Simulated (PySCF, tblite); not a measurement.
Isomers of C5H12ClFSi. Method: GFN2-xTB as coded in tblite; computed harmonic values from a numerical Hessian at the method's own geometry, unscaled. Against measured fundamentals such values can be off by several per cent, at times by over 20. Modes of hydrogen on silicon can be 10 to 20 % off. One conformer each.

Electronic energies: PBE0/pcSseg-1 single points on the GFN2-xTB geometries (PySCF, gas phase).

```csv
SMILES,"electronic energy, lowest = 0 (kJ/mol)"
CCCC[SiH2][C@H](F)Cl,9.1
CCC[C@H](F)[SiH2]CCl,9.0
CC[SiH2][C@@H](F)CCCl,0.0
```

**Question.** How do GFN2-xTB zero-point energies change the relative energies?

**Answer.** 
| SMILES | ZPE (kJ/mol) | of it from modes above 1550 cm⁻¹ | electronic (kJ/mol) | with ZPE, lowest = 0 (kJ/mol) | lowest mode (cm⁻¹) | rings |
| --- | --- | --- | --- | --- | --- | --- |
| CC[SiH2][C@@H](F)CCCl | 411.6 | 205.8 | 0.0 | 0.0 | 35 | 0 |
| CCC[C@H](F)[SiH2]CCl | 412.1 | 206.1 | 9.0 | 9.5 | 33 | 0 |
| CCCC[SiH2][C@H](F)Cl | 413.6 | 205.6 | 9.1 | 11.2 | 27 | 0 |

The zero-point energies span 2.0 kJ/mol, from `CC[SiH2][C@@H](F)CCCl` to `CCCC[SiH2][C@H](F)Cl`. The order is unchanged.

**Question.** And how do the electronic energies of GFN2-xTB itself compare?

**Answer.** `CC[SiH2][C@@H](F)CCCl` 0.0; `CCC[C@H](F)[SiH2]CCl` 2.6; `CCCC[SiH2][C@H](F)Cl` 2.2 kJ/mol, lowest = 0. Against the energies above, taken from the same isomer `CC[SiH2][C@@H](F)CCCl`, the largest difference is 6.9 kJ/mol.

**Question.** What do entropy and thermal enthalpy add at 298.15 K and 1 bar (rigid rotor, harmonic oscillator, one conformer each)?

**Answer.** 
```csv
SMILES,point group,symmetry number,S (J/(mol K)),H − H(0) (kJ/mol),ZPE + H − H(0) − TS (kJ/mol)
CC[SiH2][C@@H](F)CCCl,C1,1,459.1,33.01,307.7
CCC[C@H](F)[SiH2]CCl,C1,1,457.9,32.95,308.5
CCCC[SiH2][C@H](F)Cl,C1,1,452.4,32.27,311.0
```
